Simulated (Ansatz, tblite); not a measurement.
Removing an electron: InF₃. The state is a singlet with charge 0. Geometry: PBE0-D4/def2-TZVP. Ansatz, gas phase; energy differences of separate SCF runs; the oxidised species was run as a doublet alone.

Cartesian coordinates in Å:
```
In 0.000 0.000 0.001
F -0.755 1.456 -0.995
F 0.963 -1.385 -0.912
F -0.208 -0.071 1.906
```

In the def2 sets In takes a core potential; there is no spin–orbit coupling. The xTB rows come from tblite. Correlated methods freeze 7 core orbitals; core or outer-core shells of In are correlated, in sets that lack core-valence functions. In CCSD on the charge 1 doublet the largest single amplitude is 0.20, so its Hartree–Fock determinant may place the open shell otherwise than the density functionals do. HOMO above LUMO, or a gap near zero within one spin, warns that the state may not be the lowest or that an electron is smeared out.

(1) Estimate orbital energies and vertical ionisation energies at: GFN1-xTB; GFN2-xTB; HF/def2-TZVPP; PBE-D4/def2-TZVP; r2SCAN-D4/def2-TZVP; PBE0-D4/def2-TZVP; MP2/def2-TZVPP; CCSD/def2-TZVPP; CCSD(T)/def2-TZVPP.

## Answers

(1) 
```json
{"level": "GFN1-xTB", "−HOMO (eV)": "13.87", "vertical IE (eV)": "17.57", "−LUMO (eV)": "9.83", "HOMO–LUMO gap (eV)": "4.04", "remarks": "–"}
{"level": "GFN2-xTB", "−HOMO (eV)": "14.65", "vertical IE (eV)": "18.45", "−LUMO (eV)": "11.73", "HOMO–LUMO gap (eV)": "2.92", "remarks": "–"}
{"level": "HF/def2-TZVPP", "−HOMO (eV)": "–", "vertical IE (eV)": "12.71", "−LUMO (eV)": "–", "HOMO–LUMO gap (eV)": "–", "remarks": "–"}
{"level": "PBE-D4/def2-TZVP", "−HOMO (eV)": "9.18", "vertical IE (eV)": "12.77", "−LUMO (eV)": "4.36", "HOMO–LUMO gap (eV)": "4.82", "remarks": "gap within one spin near zero (+1 doublet)"}
{"level": "r2SCAN-D4/def2-TZVP", "−HOMO (eV)": "9.62", "vertical IE (eV)": "13.04", "−LUMO (eV)": "4.13", "HOMO–LUMO gap (eV)": "5.49", "remarks": "–"}
{"level": "PBE0-D4/def2-TZVP", "−HOMO (eV)": "11.14", "vertical IE (eV)": "13.54", "−LUMO (eV)": "3.42", "HOMO–LUMO gap (eV)": "7.73", "remarks": "–"}
{"level": "MP2/def2-TZVPP", "−HOMO (eV)": "–", "vertical IE (eV)": "14.69", "−LUMO (eV)": "–", "HOMO–LUMO gap (eV)": "–", "remarks": "–"}
{"level": "CCSD/def2-TZVPP", "−HOMO (eV)": "–", "vertical IE (eV)": "14.24", "−LUMO (eV)": "–", "HOMO–LUMO gap (eV)": "–", "remarks": "–"}
{"level": "CCSD(T)/def2-TZVPP", "−HOMO (eV)": "–", "vertical IE (eV)": "14.25", "−LUMO (eV)": "–", "HOMO–LUMO gap (eV)": "–", "remarks": "–"}
```

  Raw xTB energy differences between charge states are shifted by several eV; the methods need an empirical correction for them.
